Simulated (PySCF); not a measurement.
# Correlation energy of Rh²⁺ (rhodium, charge +2)

[Kr] 4d6 5s1, high-spin 6D determinant (an excited configuration). Calculation: PySCF 2.14, in x2c-TZVPPall with one added diffuse shell each of s, p, d, f type (9s7p7d3f1g, 95 functions); the spin-free X2C one-electron Hamiltonian (Gaussian nucleus). Frozen: [Kr]; 7 electrons correlated.

```tsv
level	correlation energy (mhartree)
CCSD	-136.84
(T)	-2.74
CCSD(T)	-139.58
```

Diagnostics: T1 = 0.0044, D1 = 0.0153, largest double amplitude 0.024.

Problem. Is a single reference adequate?

Solution. Yes, within this model without spin-orbit coupling: T1 lies below 0.03 and no double amplitude reaches 0.07.
